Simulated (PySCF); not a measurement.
MoO₂F, SMILES [O]=[Mo](=[O])[F] (connectivity only; charge and spin as stated), neutral, multiplicity 2.

Geometry optimised at B3LYP-D3(BJ)/def2-TZVP. A frequency run showed that this geometry is not a minimum. The spin state was assumed, not searched. The def2 effective core potentials stand for the cores of Mo; spin–orbit coupling is left out.

Method: TDA-B3LYP/def2-SVPD run with PySCF.

Vertical excitations. Gas-phase values at a fixed geometry.

| state | energy (eV) | λ (nm) | f | main pairs |
|---|---|---|---|---|
| root 1 | 1.36 | 913 | 0.002 | α HOMO→LUMO 99 % |
| root 2 | 2.29 | 541 | 0.000 | α HOMO→LUMO+1 99 % |
| root 3 | 3.48 | 357 | 0.001 | β HOMO→LUMO 100 % |
| root 4 | 3.52 | 352 | 0.000 | α HOMO−1→LUMO 90 %, β HOMO→LUMO+1 8 % |
| root 5 | 3.97 | 313 | 0.000 | α HOMO−1→LUMO+1 61 %, α HOMO−2→LUMO 15 %, β HOMO→LUMO+2 15 %, β HOMO−1→LUMO+1 5 % |
| root 6 | 3.98 | 311 | 0.000 | α HOMO−1→LUMO 8 %, β HOMO→LUMO+1 90 % |
| root 7 | 4.05 | 306 | 0.001 | α HOMO−3→LUMO 20 %, β HOMO−1→LUMO 70 % |
| root 8 | 4.25 | 291 | 0.002 | α HOMO−3→LUMO 32 %, β HOMO−2→LUMO+1 31 %, β HOMO−1→LUMO 25 %, β HOMO−4→LUMO+2 6 % |
| root 9 | 4.30 | 288 | 0.001 | α HOMO−2→LUMO 40 %, α HOMO−1→LUMO+1 16 %, β HOMO−1→LUMO+1 31 % |
| root 10 | 4.52 | 274 | 0.001 | α HOMO−2→LUMO 11 %, α HOMO−1→LUMO+1 8 %, β HOMO→LUMO+2 42 %, β HOMO−1→LUMO+1 26 %, β HOMO−2→LUMO 11 % |
Unrestricted roots are not spin-pure.
